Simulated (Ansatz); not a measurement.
Single points on InCl2I (InICl2).

```yaml
crystal:
  periodic: [false, false, false]
  atoms:
    - {symbol: In, position_ang: [0.025978, 0.043802, -0.000157]}
    - {symbol: Cl, position_ang: [2.353489, 0.077425, 0.011078]}
    - {symbol: Cl, position_ang: [-1.061056, 2.102099, -0.018694]}
    - {symbol: I, position_ang: [-1.318411, -2.223326, 0.007784]}
basis:
  gaussian: {orbitals: def2-TZVP, initial_orbitals: start.molden}
correlation: {method: mp2}
scf: {omitted_lower_state_checks: [starts]}
output: {orbitals: {seedname: orbitals}}
```

The file start.molden holds the orbitals of an earlier run on this structure, at another level or in another basis.

```sh
$ ansatz run in.yaml --threads 4 --pin off --events-out ev --progress --plain --max-ram 3916MiB
```

Output, abridged:

```
Functional definition: HF
1389 factors; integrals over basis functions are off by at most 9.0e-4 eV
mean field evaluation 1: about -38233.1451 eV, gradient 3.5e1 eV
mean field evaluation 2: about -38233.9620 eV, gradient 1.1e0 eV
mean field evaluation 4: about -38234.0243 eV, gradient 1.2e-2 eV
mean field evaluation 8: about -38234.0243 eV, gradient 2.3e-6 eV
mean field -38234.02429247 eV, -1405.0744767957 hartree, gradient 3.5e-6 eV, S^2 0.000000; 0 other end points of the search recorded, 0 dependent functions left out
18 core orbitals not correlated: weight in the atoms' cores, before any rotation towards them, 1.000 or more for the frozen orbitals, at most 0.000 for the correlated occupied ones
reference -38234.02429247 eV, -1405.0744767957 hartree; 22, 22 occupied and 134, 134 virtual orbitals, 1389 factors
second order -30.69649235 eV of doubles, -0.00000000 eV of singles
Total energy: -38264.72078482 eV, -1406.2025520827 hartree
Checks for a lower state left out: starts
```

Run time 2.2 s (4 threads of Arm Neoverse V2 on a shared host).

As the first input, with `hamiltonian: {xc: {text: "exchange = 0.65*pbe_x + 0.35*exact_x\ncorrelation = pbe_c"}}` and without the key `correlation` (abridged; 2.6 s):

```
Functional definition: unnamed
mean field -38318.74628733 eV, -1408.1879526802 hartree, gradient 9.6e-6 eV, S^2 0.000000
Total energy: -38318.74631608 eV, -1408.1879537368 hartree
Checks for a lower state left out: starts
```

Geometry: PBE0-D4/def2-SVP.

In the def2 sets I, In take a core potential; there is no spin–orbit coupling. Correlated methods freeze 18 core orbitals; core or outer-core shells of In, I are correlated, in sets that lack core-valence functions.
